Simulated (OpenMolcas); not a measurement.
Zr I: effect of the basis set

| Quantity | Value |
| --- | --- |
| Program | OpenMolcas |
| Method | MS-CASPT2, IPEA 0.25 Eh, imaginary shift 0.1 Eh (closed shells correlated: 4s 4p) |
| Active space | 4 electrons in 6 orbitals (4d 5s) |
| State averaging | 2S+1 = 3 even, 71 roots; 2S+1 = 5 even, 15 roots kept (CI in the orbitals of an earlier block); 2S+1 = 1 even, 55 roots kept (CI in the orbitals of an earlier block) |
| Spin-orbit coupling | RASSI with atomic mean-field integrals over the reference wave functions, term energies averaged over their components |

A. ANO-R2 [7s5p4d2f1g], X2C, finite nucleus; CASPT2 step about 30 core-seconds
B. ANO-R3 [8s6p5d3f2g1h], X2C, finite nucleus; CASPT2 step of the order of 90 core-seconds
C. ANO-RCC-VQZP [8s7p5d3f2g1h], DKH2, point nucleus; CASPT2 step about 80 core-seconds

Energies in cm⁻¹ above 4d² 5s² ³F₂, the measured ground level; measured values from NIST Handbook of Basic Atomic Spectroscopic Data.

```json
{"Level": "4d² 5s² ³F₂", "A": "0.0", "B": "0.0", "C": "0.0", "Measured": "0.0"}
{"Level": "4d² 5s² ³F₃", "A": "487", "B": "499", "C": "525", "Measured": "570"}
{"Level": "4d² 5s² ³F₄", "A": "1012", "B": "1025", "C": "1040", "Measured": "1241"}
{"Level": "4d² 5s² ¹D₂", "A": "2120", "B": "2000", "C": "1502", "Measured": ""}
{"Level": "4d³ 5s ³P₀(1)", "A": "2650", "B": "2850", "C": "2500", "Measured": ""}
{"Level": "4d³ 5s ³P₁(1)", "A": "2810", "B": "3010", "C": "2660", "Measured": ""}
{"Level": "4d³ 5s ⁵F₁", "A": "3170", "B": "3540", "C": "3360", "Measured": "4871"}
{"Level": "4d³ 5s ³P₂(1)", "A": "3220", "B": "3390", "C": "3020", "Measured": ""}
{"Level": "4d³ 5s ⁵F₂", "A": "3320", "B": "3700", "C": "3510", "Measured": "5023"}
{"Level": "4d³ 5s ⁵F₃", "A": "3550", "B": "3930", "C": "3740", "Measured": "5249"}
{"Level": "4d³ 5s ⁵F₄", "A": "3840", "B": "4230", "C": "4030", "Measured": "5541"}
{"Level": "4d³ 5s ⁵F₅", "A": "4190", "B": "4580", "C": "4380", "Measured": "5889"}
{"Level": "4d² 5s² ¹G₄", "A": "5870", "B": "5400", "C": "4760", "Measured": "8057"}
{"Level": "4d³ 5s ³F₂(1)", "A": "9930", "B": "9310", "C": "8920", "Measured": ""}
{"Level": "4d³ 5s ³F₃(1)", "A": "10270", "B": "9650", "C": "9270", "Measured": ""}
{"Level": "4d³ 5s ⁵P₁", "A": "10350", "B": "10260", "C": "9970", "Measured": "10885"}
{"Level": "4d³ 5s ⁵P₂", "A": "10480", "B": "10390", "C": "10100", "Measured": "11017"}
{"Level": "4d³ 5s ⁵P₃", "A": "10700", "B": "10610", "C": "10320", "Measured": "11258"}
{"Level": "4d³ 5s ³F₄(1)", "A": "10730", "B": "10100", "C": "9720", "Measured": ""}
{"Level": "4d³ 5s ³G₃", "A": "11550", "B": "10820", "C": "10620", "Measured": "12503"}
{"Level": "4d³ 5s ³G₄", "A": "11710", "B": "10990", "C": "10790", "Measured": "12761"}
{"Level": "4d³ 5s ³G₅", "A": "11880", "B": "11150", "C": "10950", "Measured": "12773"}
{"Level": "4d³ 5s ³D₁(1)", "A": "13630", "B": "12920", "C": "12620", "Measured": ""}
{"Level": "4d³ 5s ³D₂(1)", "A": "13830", "B": "13130", "C": "12820", "Measured": ""}
```

Deviations, from unrounded energies. A percentage is the sum of absolute deviations over the sum of measured energies, with the sign that they share, or ± where signs differ.

```json
{"Against measurement": "mean absolute deviation (cm-1)", "Levels": "14", "A": "1100", "B": "1200", "C": "1400"}
{"Against measurement": "fine structure of the ground term (%)", "Levels": "2", "A": "-17.2", "B": "-15.8", "C": "-13.6"}
{"Against measurement": "other terms of the ground configuration (%)", "Levels": "1", "A": "-27.1", "B": "-33.0", "C": "-41.0"}
{"Against measurement": "other configurations (%)", "Levels": "11", "A": "-13.3", "B": "-13.9", "C": "-16.4"}
```

A lies closest to measurement on these levels and C furthest from it. The largest miss of A in the table is 4d² 5s² ¹G₄, by -2200 cm-1. The ranking rests on the paired levels alone, and a cruder setting can come out closer through cancelling errors.

The two smallest mean deviations differ by little beside CASPT2's spread within terms, so their order carries little weight.

Among A to C the level of the table that moves most is 4d² 5s² ¹G₄, by 1100 cm-1 (lowest in C, highest in A). Moves below CASPT2's spread within the term are not significant.

CASPT2 does not keep the components of a term degenerate, so their means are used; among the terms shown or strongly mixed into the levels shown the widest spread is 1700 cm-1 (4d² 5s² ¹G, C). Over all roots computed the reference weight is 0.86 to 0.91 in A, 0.85 to 0.91 in B, 0.84 to 0.91 in C; the roots of lowest weight are the least certain, and an intruder state may touch them. Blocks of more than 70 roots (2S+1 = 3 even) ran without multistate coupling. Terms from blocks run as CI alone lack orbitals of their own. Configurations are named by rounded mean occupations; where the s occupation lies near a half they are strongly mixed, a name can repeat and a true partner stay unpaired. A single d shell beside an s shell can misplace configurations of different d count against each other. Some terms miss by over 15 % even with CASPT2, which points to a basis or an active space too small for the shells correlated. The CASPT2 spread within a term exceeds the gap to the next term for 4d³ 5s ³P(1) and 4d³ 5s ⁵F, 4d³ 5s ³F(1) and 4d³ 5s ⁵P, so the order of their levels is uncertain, and so are names and mixing where such terms share a J (figures for A; the like holds for B, C). Computed and measured levels are paired by configuration, term and J; levels that our copy of the source lacks, or whose pairing is in doubt (as where it misses far off the trend of its configuration), stay unpaired and out of the deviations. Levels of configurations outside the active space are missing. Levels that lie high or do not pair safely by name in every column are left out.

A number in round brackets counts repeated terms of one configuration in the order of the reference energies.
